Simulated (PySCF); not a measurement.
**Ionisation energy of Ru(2+) by level of theory**

Ru(2+) [Kr] 4d6 (5D) → Ru(3+) [Kr] 4d5 (6S), as a difference of total energies. Calculation: PySCF 2.14, in aug-cc-pVTZ-PP with one added diffuse shell each of s, p, d, f, g type with ECP28MDF (7s7p6d4f3g, 113 functions); a scalar-relativistic core potential. Correlated levels: valence: 4s2 4p6 frozen. The calculations carry no spin-orbit coupling.

```json
{"method": "UHF", "ionisation energy (eV)": "26.443", "difference from reference (eV)": "-2.027"}
{"method": "LDA", "ionisation energy (eV)": "28.643", "difference from reference (eV)": "+0.173"}
{"method": "PBE", "ionisation energy (eV)": "28.511", "difference from reference (eV)": "+0.041"}
{"method": "PBE0", "ionisation energy (eV)": "28.301", "difference from reference (eV)": "-0.169"}
{"method": "r2SCAN", "ionisation energy (eV)": "27.912", "difference from reference (eV)": "-0.558"}
{"method": "PW91", "ionisation energy (eV)": "28.608", "difference from reference (eV)": "+0.138"}
{"method": "M06", "ionisation energy (eV)": "28.734", "difference from reference (eV)": "+0.264"}
{"method": "r2SCAN0", "ionisation energy (eV)": "27.902", "difference from reference (eV)": "-0.568"}
{"method": "MP2 (valence)", "ionisation energy (eV)": "27.699", "difference from reference (eV)": "-0.771"}
{"method": "SCS-MP2 (valence)", "ionisation energy (eV)": "27.944", "difference from reference (eV)": "-0.526"}
```

Reference: 28.47 eV (semi-empirical (NIST evaluation); NIST Atomic Spectra Database, ionization energies).

The reference lies between the lowest fine-structure levels, while these numbers refer to the centres of the terms.

Errors of the correlated levels include the incompleteness of this basis and the frozen core.
